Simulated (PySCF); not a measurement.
Computed Raman spectrum (relative Raman activity) of a molecule C4H6F2. Geometry: r2SCAN-D4/def2-SVP. Other conformers were not sampled. Method: PySCF with r2SCAN-D4/def2-SVP. Frequencies are harmonic and unscaled.

Lines under 2 % of the strongest are left out, and lines within 2 cm⁻¹ are merged.

ν (cm⁻¹): 557 (vw), 803 (vw), 838 (w), 934 (vw), 1060 (w), 1109 (vw), 1175 (vw), 1258 (w), 1339 (vw), 1368 (w), 1379 (vw), 1408 (vw), 1453 (w), 1469 (w), 1740 (m), 3033 (vs), 3043 (vs), 3148 (s), 3156 (m), 3186 (s), 3208 (vs) (against the strongest line: vs over 80 %, s over 45 %, m over 15 %, w over 4 %, vw less)

Q: Which molecule gave these data?
A. F[C@H]1C[C@@H](F)C1
B. CC(C)=C(F)F
C. CC/C(F)=C/F
D. C[C@@H](F)/C=C\F

A: D, C[C@@H](F)/C=C\F
